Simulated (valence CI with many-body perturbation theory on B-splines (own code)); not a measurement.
Values are calculated unless marked as measured or tabulated.
**Energy levels of Cs48+**

Method: relativistic CI+MBPT: five valence electrons over a frozen Dirac-Fock core [He], a basis of 9 s, 9 p, 8 d, 6 f, 3 g, 1 h functions for each j, with the one-electron correlation potential Σ1 (screened to all orders), the two-electron term Σ2, the three-electron term Σ3, Breit, model QED; selected single and double excitations, second order for the rest (own B-spline code, finite nucleus).

No measured spectrum was set against this ion. As an estimate, large intervals hold to a few tenths of a per cent, small ones and those within an open d or f shell to about a per cent. Among the levels kept, up to 1200 cm⁻¹ of a level comes from second order outside the variational space, and about a tenth of that is noise between levels of different J, which matters for small intervals.

Levels 46 to 77 of 77, with energies above the lowest level, (2s^2 2p1/2^2 2p3/2) J=3/2. "Leading %" is the weight of the configuration and term that name the level; weights of strongly mixed levels are sums over their largest components and can fall short. In the jj column 3d3/2^4 stands for four electrons in 3d with j = 3/2.

```csv
No.,Configuration,Term,J,E (eV),Leading %,Second component,g,Leading jj
46,2s2 2p2 3d,4D,7/2,5391.8,48,33 % 2s2 2p2 3d 4F,1.303,2s^2 2p1/2 2p3/2 3d5/2 (97 %)
47,2s2 2p2 3d,4P,5/2,5394.5,22,18 % 2s2 2p2 3d 2F,1.256,2s^2 2p1/2 2p3/2 3d3/2 (53 %)
48,2s2 2p2 3d,2D,3/2,5395.4,41,24 % 2s2 2p2 3d 4D,1.117,2s^2 2p1/2 2p3/2 3d3/2 (76 %)
49,2s2 2p2 3d,4P,1/2,5400.7,35,31 % 2s2 2p2 3d 2P,1.722,2s^2 2p1/2 2p3/2 3d3/2 (95 %)
50,2s2 2p2 3d,4P,3/2,5406.6,38,36 % 2s2 2p2 3d 2P,1.395,2s^2 2p1/2 2p3/2 3d5/2 (84 %)
51,2s2 2p2 3d,2G,9/2,5408.7,62,38 % 2s2 2p2 3d 4F,1.183,2s^2 2p1/2 2p3/2 3d5/2 (100 %)
52,2s2 2p2 3d,2F,5/2,5409.0,38,30 % 2s2 2p2 3d 4D,1.140,2s^2 2p1/2 2p3/2 3d5/2 (81 %)
53,2s2 2p2 3d,2D,5/2,5421.6,61,21 % 2s2 2p2 3d 4P,1.223,2s^2 2p1/2 2p3/2 3d5/2 (93 %)
54,2s2 2p2 3d,2F,7/2,5427.9,65,18 % 2s2 2p2 3d 2G,1.115,2s^2 2p1/2 2p3/2 3d5/2 (95 %)
55,2s2 2p2 3d,2D,3/2,5430.5,59,28 % 2s2 2p2 3d 2P,0.957,2s^2 2p1/2 2p3/2 3d5/2 (98 %)
56,2s2 2p2 3d,2P,1/2,5434.1,60,33 % 2s2 2p2 3d 2S,1.143,2s^2 2p1/2 2p3/2 3d5/2 (98 %)
57,2s 2p3 3p,2P,1/2,5444.2,34,20 % 2s 2p3 3p 4D,1.171,2s 2p1/2^2 2p3/2 3p1/2 (93 %)
58,2s 2p3 3p,2D,3/2,5445.2,32,25 % 2s 2p3 3p 4F,0.953,2s 2p1/2^2 2p3/2 3p1/2 (96 %)
59,2s 2p3 3p,4D,7/2,5486.4,46,34 % 2s 2p3 3p 6P,1.464,2s 2p1/2^2 2p3/2 3p3/2 (97 %)
60,2s 2p3 3p,4P,3/2,5493.1,34,24 % 2s 2p3 3p 2P,1.556,2s 2p1/2^2 2p3/2 3p3/2 (96 %)
61,2s2 2p2 3s,4P,5/2,5503.1,49,31 % 2s2 2p2 3s 2D,1.435,2s^2 2p3/2^2 3s (79 %)
62,2s 2p3 3p,4P,5/2,5506.3,29,18 % 2s 2p3 3p 2D,1.434,2s 2p1/2^2 2p3/2 3p3/2 (78 %)
63,2s 2p3 3p,2P,1/2,5509.4,36,30 % 2s 2p3 3p 4P,1.575,2s 2p1/2^2 2p3/2 3p3/2 (97 %)
64,2s2 2p2 3s,2P,3/2,5510.8,52,35 % 2s2 2p2 3s 2D,1.164,2s^2 2p3/2^2 3s (97 %)
65,2s2 2p2 3s,2S,1/2,5547.8,68,19 % 2s2 2p2 3s 4P,1.979,2s^2 2p3/2^2 3s (97 %)
66,2s 2p3 3p,2D,5/2,5553.9,29,18 % 2s 2p3 3p 4P,1.248,2s 2p1/2^2 2p3/2 3p3/2 (98 %)
67,2s 2p3 3d,4D°,5/2,5557.4,30,24 % 2s 2p3 3d 6D°,1.295,2s 2p1/2^2 2p3/2 3d3/2 (96 %)
68,2s 2p3 3d,6D°,3/2,5560.5,31,19 % 2s 2p3 3d 4P°,1.423,2s 2p1/2^2 2p3/2 3d3/2 (97 %)
69,2s 2p3 3d,4F°,7/2,5562.1,24,24 % 2s 2p3 3d 6D°,1.297,2s 2p1/2^2 2p3/2 3d3/2 (86 %)
70,2s 2p3 3d,4P°,1/2,5562.4,44,34 % 2s 2p3 3d 6D°,2.432,2s 2p1/2^2 2p3/2 3d3/2 (97 %)
71,2s 2p3 3p,2P,3/2,5564.7,30,16 % 2s 2p3 3p 4D,1.215,2s 2p1/2^2 2p3/2 3p3/2 (97 %)
72,2s 2p3 3p,4P,1/2,5568.6,43,16 % 2s 2p3 3p 2S,1.793,2s 2p1/2^2 2p3/2 3p3/2 (97 %)
73,2s2 2p2 3p,2P°,3/2,5582.9,26,24 % 2s2 2p2 3p 4P°,1.432,2s^2 2p3/2^2 3p1/2 (97 %)
74,2s 2p3 3d,4F°,9/2,5583.0,47,34 % 2s 2p3 3d 6D°,1.361,2s 2p1/2^2 2p3/2 3d5/2 (98 %)
75,2s2 2p2 3p,2D°,5/2,5586.2,40,25 % 2s2 2p2 3p 2F°,1.179,2s^2 2p3/2^2 3p1/2 (97 %)
76,2s 2p3 3d,4D°,5/2,5600.7,33,20 % 2s 2p3 3d 2D°,1.339,2s 2p1/2^2 2p3/2 3d5/2 (97 %)
77,2s 2p3 3d,4D°,3/2,5602.0,28,14 % 2s 2p3 3d 4P°,1.069,2s 2p1/2^2 2p3/2 3d5/2 (70 %)
```
